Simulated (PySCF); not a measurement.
## Atomic charges against the basis set

Compound: C3H5FSSi.
Z-matrix (Å and degrees, PBE0-D3(BJ)/def2-SVP geometry), rows numbered from 1:
```
F 
Si  1  1.6321
C   2  1.8391  1  113.22
C   3  1.3500  2  111.84  1   109.70
S   4  1.7464  3  123.37  2     2.07
C   5  1.8160  4   97.88  3     2.83
H   2  1.4877  1  104.75  3  -129.25
H   3  1.0925  2  128.47  1   -68.40
H   4  1.0967  3  123.59  2  -177.92
H   6  1.1011  2  110.83  1     8.44
H   6  1.1009  2  111.72  1   129.06
```

PBE0 throughout (PySCF), one geometry, spherical d and f functions. Isolated species at its PBE0-D3(BJ)/def2-SVP geometry, gas phase. The first 7 of 11 kinds of atom are listed.

Mulliken charges (e):

| basis | functions | F1 | Si2 | C3 | C4 | S5 | C6 | H7 |
| --- | --- | --- | --- | --- | --- | --- | --- | --- |
| STO-3G | 43 | -0.247 | +0.772 | -0.304 | -0.188 | +0.181 | -0.401 | -0.129 |
| 6-31G | 72 | -0.452 | +1.104 | -0.476 | -0.445 | +0.414 | -0.955 | -0.130 |
| pcSseg-0 | 72 | -0.476 | +1.536 | -0.807 | -0.446 | +0.370 | -1.305 | -0.087 |
| 6-31G* | 102 | -0.401 | +0.862 | -0.370 | -0.334 | +0.221 | -0.782 | -0.094 |
| cc-pVDZ | 117 | -0.321 | +0.688 | -0.188 | -0.105 | +0.051 | -0.351 | -0.088 |
| def2-SVP | 117 | -0.349 | +0.848 | -0.301 | -0.075 | -0.004 | -0.424 | -0.097 |
| aug-cc-pVDZ | 191 | -0.682 | +0.830 | +0.185 | +0.431 | +0.272 | -0.089 | +0.267 |
| 6-311+G(2d,p) | 208 | -0.479 | +0.993 | -0.503 | +0.012 | -0.002 | -0.569 | -0.068 |
| def2-TZVP | 228 | -0.334 | +0.579 | -0.349 | -0.079 | -0.009 | -0.348 | -0.043 |
| cc-pVTZ | 258 | -0.299 | +0.568 | -0.310 | -0.086 | -0.007 | -0.292 | -0.063 |
| IGLO-III | 278 | -0.506 | +1.185 | -0.471 | -0.110 | +0.260 | -0.694 | -0.179 |

IAO charges (e):

```json
{"basis": "STO-3G", "functions": "43", "F1": "-0.362", "Si2": "+1.007", "C3": "-0.460", "C4": "-0.253", "S5": "+0.263", "C6": "-0.611", "H7": "-0.122"}
{"basis": "6-31G", "functions": "72", "F1": "-0.510", "Si2": "+1.071", "C3": "-0.496", "C4": "-0.215", "S5": "+0.169", "C6": "-0.657", "H7": "-0.101"}
{"basis": "pcSseg-0", "functions": "72", "F1": "-0.496", "Si2": "+1.095", "C3": "-0.505", "C4": "-0.217", "S5": "+0.176", "C6": "-0.682", "H7": "-0.108"}
{"basis": "6-31G*", "functions": "102", "F1": "-0.528", "Si2": "+1.192", "C3": "-0.522", "C4": "-0.213", "S5": "+0.192", "C6": "-0.669", "H7": "-0.141"}
{"basis": "cc-pVDZ", "functions": "117", "F1": "-0.525", "Si2": "+1.178", "C3": "-0.521", "C4": "-0.213", "S5": "+0.194", "C6": "-0.663", "H7": "-0.139"}
{"basis": "def2-SVP", "functions": "117", "F1": "-0.525", "Si2": "+1.190", "C3": "-0.522", "C4": "-0.211", "S5": "+0.200", "C6": "-0.663", "H7": "-0.145"}
{"basis": "aug-cc-pVDZ", "functions": "191", "F1": "-0.539", "Si2": "+1.187", "C3": "-0.527", "C4": "-0.215", "S5": "+0.190", "C6": "-0.665", "H7": "-0.136"}
{"basis": "6-311+G(2d,p)", "functions": "208", "F1": "-0.543", "Si2": "+1.215", "C3": "-0.536", "C4": "-0.220", "S5": "+0.203", "C6": "-0.682", "H7": "-0.144"}
{"basis": "def2-TZVP", "functions": "228", "F1": "-0.544", "Si2": "+1.229", "C3": "-0.539", "C4": "-0.222", "S5": "+0.209", "C6": "-0.688", "H7": "-0.149"}
{"basis": "cc-pVTZ", "functions": "258", "F1": "-0.540", "Si2": "+1.216", "C3": "-0.535", "C4": "-0.219", "S5": "+0.201", "C6": "-0.682", "H7": "-0.146"}
{"basis": "IGLO-III", "functions": "278", "F1": "-0.544", "Si2": "+1.225", "C3": "-0.540", "C4": "-0.223", "S5": "+0.213", "C6": "-0.687", "H7": "-0.147"}
```

Hirshfeld charges (e):

| basis | functions | F1 | Si2 | C3 | C4 | S5 | C6 | H7 |
| --- | --- | --- | --- | --- | --- | --- | --- | --- |
| STO-3G | 43 | -0.169 | +0.470 | -0.173 | -0.049 | +0.048 | -0.111 | -0.088 |
| 6-31G | 72 | -0.242 | +0.419 | -0.181 | -0.037 | +0.015 | -0.151 | -0.067 |
| pcSseg-0 | 72 | -0.228 | +0.445 | -0.184 | -0.044 | +0.043 | -0.155 | -0.073 |
| 6-31G* | 102 | -0.209 | +0.395 | -0.175 | -0.030 | +0.003 | -0.147 | -0.073 |
| cc-pVDZ | 117 | -0.205 | +0.411 | -0.179 | -0.039 | +0.036 | -0.160 | -0.077 |
| def2-SVP | 117 | -0.206 | +0.418 | -0.184 | -0.040 | +0.046 | -0.162 | -0.079 |
| aug-cc-pVDZ | 191 | -0.222 | +0.436 | -0.189 | -0.051 | +0.050 | -0.178 | -0.072 |
| 6-311+G(2d,p) | 208 | -0.223 | +0.433 | -0.187 | -0.050 | +0.049 | -0.171 | -0.073 |
| def2-TZVP | 228 | -0.214 | +0.423 | -0.185 | -0.046 | +0.043 | -0.171 | -0.074 |
| cc-pVTZ | 258 | -0.210 | +0.422 | -0.183 | -0.045 | +0.040 | -0.171 | -0.075 |
| IGLO-III | 278 | -0.214 | +0.423 | -0.188 | -0.051 | +0.059 | -0.174 | -0.071 |

**Question.** Which scheme is steadiest as the basis changes?

**Answer.** Largest range over the bases for any column: Hirshfeld 0.08 e, IAO 0.22 e, Mulliken 1.22 e. Hirshfeld charges move least and Mulliken charges most, counted in e. Without the minimal STO-3G basis the ranges are Hirshfeld 0.06, IAO 0.16, Mulliken 1.22 e.

**Question.** How much do the charges still move between the two largest bases, cc-pVTZ and IGLO-III?

**Answer.** At most, over all atoms: Mulliken 0.617 e, IAO 0.011 e, Hirshfeld 0.019 e.

**Question.** What do the same runs give for the total energy, the frontier levels and the dipole moment?

**Answer.** 
```tsv
basis	energy (Eh)	HOMO (eV)	LUMO (eV)	μ (D)
STO-3G	-893.8095	-3.38	3.57	0.70
6-31G	-904.2488	-6.61	-0.62	1.95
pcSseg-0	-903.1061	-6.86	-0.83	1.57
6-31G*	-904.3714	-6.43	-0.52	1.31
cc-pVDZ	-904.4173	-6.49	-0.64	1.40
def2-SVP	-904.0324	-6.53	-0.68	1.34
aug-cc-pVDZ	-904.4395	-6.61	-0.91	1.44
6-311+G(2d,p)	-904.5031	-6.61	-0.94	1.49
def2-TZVP	-904.5307	-6.58	-0.86	1.39
cc-pVTZ	-904.5251	-6.57	-0.80	1.35
IGLO-III	-904.5316	-6.54	-0.85	1.44
```

The dipole is fixed by the density alone, so its range of 1.25 D shows that the density itself changes with the basis, not only its division among atoms.
